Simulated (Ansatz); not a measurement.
Reaction (redistribution): `C[SiH2][O][ZnH]` + `F[SiH2]C[SiH3]` → `C[SiH2]C[SiH2]F` + `[SiH3][O][ZnH]`

Computed with Ansatz on PBE0-D4/def2-TZVP structures; ΔE is electronic, products minus reactants. CBS: MP2 limit from def2 TZ/QZ plus the TZ coupled-cluster correction, frozen cores. DFT in def2-TZVPP. For Zn outer-core shells are correlated without core-valence functions, which leaves a few kJ/mol of doubt a bond. Scalar relativity is left out up to krypton. Each species was taken in one conformer, which may not be the lowest.

| species | ωB97M-V energy (Eh) |
| --- | --- |
| `C[SiH2][O][ZnH]` | -2185.78088 |
| `F[SiH2]C[SiH3]` | -721.18959 |
| `C[SiH2]C[SiH2]F` | -760.51265 |
| `[SiH3][O][ZnH]` | -2146.45697 |

(1) Work out ΔE.

Largest T1 diagnostic among the species: 0.016.

Answers

(1) ΔE = (-760.51265) + (-2146.45697) − (-2185.78088) − (-721.18959) = 0.00085 Eh = +2.2 kJ/mol. CCSD(T)/CBS gives +2.8 kJ/mol.
